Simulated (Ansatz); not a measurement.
W2O2⁺. Charge 1, multiplicity 2. Geometry r2SCAN-D4/def2-TZVP; atoms count from 1.

```xyz
4

W     0.708    0.891   -1.104
W    -0.847    0.164    0.427
O    -0.999   -1.485    0.073
O     1.138    0.430    0.604
```

In the def2 sets W takes a core potential; there is no spin–orbit coupling. The charge 1 doublet is spin-contaminated (final ⟨S²⟩ up to 1.12, 0.75 for a pure state). Another isomer (doublet) lies 0.36 eV lower at PBE0-D4/def2-TZVP; other spin states weren't run for this one.

(1) Estimate the Mulliken populations from the PBE0/def2-TZVP orbitals of Ansatz.

(2) Where does the spin sit?

(3) And the Mayer bond orders between heavy atoms (over 0.3)?

Results:

(1) 
```json
{"atom": "W1", "charge (e)": "0.79", "spin (α − β)": "1.88", "d electrons": "4.19"}
{"atom": "W2", "charge (e)": "0.98", "spin (α − β)": "-0.80", "d electrons": "3.99"}
{"atom": "O3", "charge (e)": "-0.35", "spin (α − β)": "0.03", "d electrons": "–"}
{"atom": "O4", "charge (e)": "-0.42", "spin (α − β)": "-0.11", "d electrons": "–"}
```
Mulliken values depend strongly on the basis.

(2) Summed by element: W 1.08, O -0.08, of 1 unpaired in all. Largest on single atoms: W1 1.88, W2 -0.80, O4 -0.11.

(3) W1–W2 2.36 (2.30 Å); W1–O4 1.44 (1.82 Å); W2–O3 2.21 (1.69 Å); W2–O4 0.83 (2.01 Å).
